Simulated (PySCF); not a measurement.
diphosphane (H4P2), singlet, geometry from GFN2-xTB. Base run: CCSD(T)/6-31G* run with PySCF.

Input for PySCF:
```python
from pyscf import gto, scf, cc

mol = gto.Mole()
mol.atom = '''
    P    -0.965396   -0.475135   -0.032796
    P     0.965396    0.475135    0.032796
    H    -1.490207    0.307609    0.996179
    H    -1.462384    0.389462   -1.008694
    H     1.462384   -0.389462    1.008694
    H     1.490207   -0.307609   -0.996179
'''
mol.basis = '6-31g*'
mol.charge = 0
mol.spin = 0
mol.verbose = 4
mol.build()

mf = scf.RHF(mol)
mf.kernel()

mycc = cc.CCSD(mf)
mycc.kernel()
et = mycc.ccsd_t()
print('E(CCSD(T)) = %.10f' % (mycc.e_tot + et))
```

### Question
The base was run again with changes. Order these runs by total energy, lowest first: frozen = 9 | frozen = 10 | cart = on | method = ccsd | frozen = 11.

### Answer
cart = on (ΔE vs base (mEh) -12.823), method = ccsd (ΔE vs base (mEh) 7.216), frozen = 9 (ΔE vs base (mEh) 11.685), frozen = 10 (ΔE vs base (mEh) 12.785), frozen = 11 (ΔE vs base (mEh) 59.683)
